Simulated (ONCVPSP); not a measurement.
# sulfur: variants of one ONCV potential

Base potential:

| Property | Result |
| --- | --- |
| Element | S (Z = 16) |
| Generator | ONCVPSP 4.0.1 |
| Type | optimised norm-conserving Vanderbilt (ONCV) |
| Functional | PBEsol |
| Relativity | scalar-relativistic |
| Frozen core | [Ne] |
| Valence charge | 6 |
| Reference configuration | 3s2 3p4 |
| Partial waves | 3s: rc 1.50 bohr, ncon 4, nbas 8, qcut 5.5 1/bohr, 2 projectors, debl 3.6 Ha; 3p: rc 1.10 bohr, ncon 4, nbas 7, qcut 6.6 1/bohr, 2 projectors, debl 2.2 Ha; d scattering state at 0.38 Ha: rc 1.60 bohr, ncon 3, nbas 6, qcut 6.4 1/bohr, 2 projectors, debl 0.7 Ha |
| Local potential | polynomial inside 1.00 bohr (lpopt 4, dvloc0 0 Ha) |
| Core correction | none |

Cutoffs, loose and tight: the cutoffs (Ha) at which the residual kinetic energy of the hardest occupied pseudo-wave falls to 1 and 0.1 mHa per electron. They do not see the model core or the augmentation charge, which bear on the density cutoff. Test errors are all-electron minus pseudo excitation energies from the reference, over the configurations 3s2 3p3; 3s2 3p2; 3s2 3p1; 3s2 3p3.5. A dash means not determined; rows that change the core or the reference have their own tests.

A true bound ghost makes a file unfit for plane-wave use even where its test errors are small: the radial tests pick states by their node count and pass the ghost by.

| change | outcome | cutoff, loose | cutoff, tight | bound ghosts | GHOST(+) flags above zero | largest test error (meV) |
| --- | --- | --- | --- | --- | --- | --- |
| base | generated | 101 Ha | 125 Ha | p | s | +47 |
| s: qcut 3.5 | generated | 101 Ha | 125 Ha | p | s | +57 |
| s: qcut 4 | generated | 101 Ha | 125 Ha | p | s | +53 |
| s: qcut 4.6 | generated | 101 Ha | 125 Ha | p | s | +47 |
| s: qcut 4.9 | generated | 101 Ha | 125 Ha | p | s | +47 |
| s: qcut 5.4 | generated | 101 Ha | 125 Ha | p | s | +47 |
| s: qcut 6.2 | generated | 101 Ha | 125 Ha | p | s | +48 |
| s: qcut 6.5 | generated | 101 Ha | 125 Ha | p | s | +48 |
| s: qcut 7.1 | generated | 101 Ha | 125 Ha | p | s | +49 |
| s: qcut 7.8 | generated | 101 Ha | 125 Ha | p | s | +49 |
| s: qcut 8.2 | generated | 101 Ha | 125 Ha | p | s | +49 |

Reading the sweep of the qcut of the s channel (base included, trends over the rows without a ghost): Bound ghosts are found at 3.5, 4, 4.6, 4.9, 5.4, 5.5, 6.2, 6.5, 7.1, 7.8, 8.2 1/bohr. Every judged row has one, so this setting neither creates nor removes them.
